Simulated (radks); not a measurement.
Species: Bi III. Configuration: [Hg] 6p1.

All-electron calculation, Dirac Kohn-Sham, PBEsol, spin-unpolarised, spherical densities, finite nucleus; open shells fill j = l - 1/2 first; Fermi nuclear charge, rms radius 5.5211 fm. Program: a radial shooting solver on a logarithmic mesh with Libxc functionals.

Energy parts (hartree):
| part | energy |
|---|---|
| total | -21568.3431 |
| kinetic | 25189.7321 |
| electron-nucleus | -54611.5299 |
| Hartree | 8245.7230 |
| exchange-correlation | -392.2684 |

Orbitals (lengths in bohr, moments of r in powers of bohr; <r^-3> diverges for s and p1/2):
| orbital | occ. | eigenvalue (hartree) | <r^2> | <r^-3> |
|---|---|---|---|---|
| 1s1/2 | 2 | -3323.529 | 0.0003466 | - |
| 2s1/2 | 2 | -597.1942 | 0.005192 | - |
| 2p1/2 | 2 | -574.1343 | 0.003644 | - |
| 2p3/2 | 4 | -488.9435 | 0.004824 | 24410 |
| 3s1/2 | 2 | -144.6084 | 0.03363 | - |
| 3p1/2 | 2 | -134.1151 | 0.03051 | - |
| 3p3/2 | 4 | -115.0432 | 0.03682 | 5791 |
| 3d3/2 | 4 | -97.72435 | 0.02803 | 1018 |
| 3d5/2 | 6 | -93.67901 | 0.02973 | 826.7 |
| 4s1/2 | 2 | -33.65669 | 0.1607 | - |
| 4p1/2 | 2 | -29.08247 | 0.1626 | - |
| 4p3/2 | 4 | -24.37879 | 0.1935 | 1435 |
| 4d3/2 | 4 | -16.90832 | 0.2001 | 229.9 |
| 4d5/2 | 6 | -16.03016 | 0.2106 | 182.1 |
| 5s1/2 | 2 | -6.40343 | 0.7750 | - |
| 4f5/2 | 6 | -6.33199 | 0.2291 | 40.65 |
| 4f7/2 | 8 | -6.13017 | 0.2356 | 38.47 |
| 5p1/2 | 2 | -4.81368 | 0.8828 | - |
| 5p3/2 | 4 | -3.90469 | 1.071 | 273.3 |
| 5d3/2 | 4 | -1.68333 | 1.674 | 29.89 |
| 5d5/2 | 6 | -1.57208 | 1.794 | 23.06 |
| 6s1/2 | 2 | -1.11670 | 4.809 | - |
| 6p1/2 | 1 | -0.77002 | 6.663 | - |
| 6p3/2 | 0 | -0.66981 | 8.161 | 29.86 |

The highest occupied level is 6p1/2 at -20.953 eV. The density falls to 0.001 e/bohr^3 at r = 3.84 bohr. The electron density at the nucleus is 2.965e+06 e/bohr^3. For comparison, the ionisation energy in NIST's Atomic Spectra Database is 25.571 eV (measured). In exact Kohn-Sham theory the highest level is minus the ionisation energy, but local and semilocal functionals leave it too shallow, through self-interaction and a potential that decays too fast; potentials with the right tail come closer.

Beside tabulated values, note that spin-unpolarised runs miss the spin-polarisation part of the exchange energy of open shells.
